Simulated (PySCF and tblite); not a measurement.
Results of a calculation; reference values are marked as such.
C₆H₉FO, numbered as in [O:1]=[C:2]1[CH2:3][CH2:4][CH2:5][CH2:6][C@@H:7]1[F:8].

The ensemble was built from 90 distance-geometry starts (ETKDG and KDG, MMFF94s, GFN2-xTB) and rests on PBE0-D3(BJ)/def2-SVP geometries. Free energies are PBE0-D3(BJ)/def2-TZVP single points with GFN2-xTB rigid-rotor and vibrational terms (modes under about 100 cm⁻¹ blended into free rotors). Symmetry numbers and mirror images are counted. Conformers within 4 kcal/mol (GFN2-xTB free energy) were kept, 5 at most. Of two unlike H on one atom, a is the less shielded (PBE0/pcSseg-1). Run with PySCF (density fitting) and tblite.

An NOE distance is ⟨r⁻⁶⟩^(−1/6) over all pairs of like atoms and, for the average, over conformers.

The 6-ring runs over atoms 2–3–4–5–6–7.

```csv
conformer,shape,weight %
1,6-ring chair (all substituents equatorial),57.3
2,6-ring chair (F8 axial),42.6
3,"6-ring twist-boat (ring torsions -33, 63, -28, -33, 64, -28°)",0.1
4,"6-ring between boat and twist-boat (ring torsions 56, -39, -18, 61, -45, -12°)",0.1
```

Problem. Which H–H contacts under 3.5 Å would NOEs report (pairs on one atom left out) at 298.15 K?

Solution. 
```tsv
pair	in 1 (Å)	in 2 (Å)	in 3 (Å)	in 4 (Å)	average (Å)
H3b ··· H4a	2.48	2.49	2.41	2.51	2.48
H4a ··· H5b	2.49	2.48	2.52	2.38	2.48
H4b ··· H5a	2.48	2.48	2.54	2.39	2.48
H3a ··· H4b	2.49	2.49	2.38	2.52	2.49
H5a ··· H6b	2.50	2.48	2.38	2.32	2.49
H6a ··· H7	2.48	2.49	2.38	2.52	2.49
H5b ··· H6a	2.51	2.51	2.36	2.35	2.51
H4a ··· H5a	2.52	3.07	2.48	3.05	2.67
H5a ··· H6a	2.51	3.07	2.70	2.78	2.67
H3a ··· H4a	2.56	3.07	2.69	3.08	2.71
H4b ··· H5b	3.07	2.52	3.06	2.60	2.74
H6b ··· H7	3.06	2.52	2.64	3.05	2.74
H5b ··· H6b	3.08	2.52	3.05	3.00	2.75
H3b ··· H4b	3.07	2.56	3.07	2.54	2.77
H4b ··· H6b	2.61	4.33	2.90	3.98	2.85
H5b ··· H7	2.61	4.33	3.86	3.08	2.85
H3b ··· H5b	2.65	4.34	2.81	4.32	2.89
H3b ··· H7	2.65	4.28	4.23	3.52	2.89
H3a ··· H5a	4.34	2.66	4.31	2.85	3.03
H4a ··· H6a	4.33	2.66	4.30	3.66	3.03
```

Longer pairs under the limit may be missing.
